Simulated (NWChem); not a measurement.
System: SiH$_{3}$TeOCl; SMILES [SiH3]O[Te]Cl

The following NWChem deck was run.

```
start job
memory heap 200 mb stack 900 mb global 1100 mb
geometry units angstroms noautoz
  Te    -0.637233     0.596957     0.002424
  Cl     1.576317     1.418859    -0.181985
  O     -0.257395    -1.190616     0.756026
  Si     0.380627    -2.484587    -0.113273
  H     -0.419182    -2.726974    -1.352655
  H      0.300820    -3.664807     0.791468
  H      1.799487    -2.219271    -0.490526
end
basis spherical
  * library def2-svpd
end
ecp
  Te library def2-ecp
end
dft
  xc xcamb88 1.00 lyp 0.81 vwn_5 0.19 hfexch 1.00
  cam 0.33 cam_alpha 0.19 cam_beta 0.46
  iterations 150
end
tddft
  cis
  nroots 6
  notriplet
end
task tddft energy
```

Geometry: optimised at PBE0/def2-SVP. No frequency run checked for a minimum. def2 effective core potentials on Te; no spin-orbit coupling.

Vertical excitations in the gas phase.

**Question.** Give the results of this calculation. (CAM-B3LYP/def2-SVPD with def2 effective core potentials on Te, TDA.) Quantities: lowest excitation, singlet (eV); oscillator strength of that lowest state; orbital gap (eV).

**Answer.** 
```json
{
  "lowest excitation, singlet (eV)": "2.42",
  "oscillator_strength_of_that_lowest_state": "0.000",
  "orbital gap (eV)": "6.12"
}
```
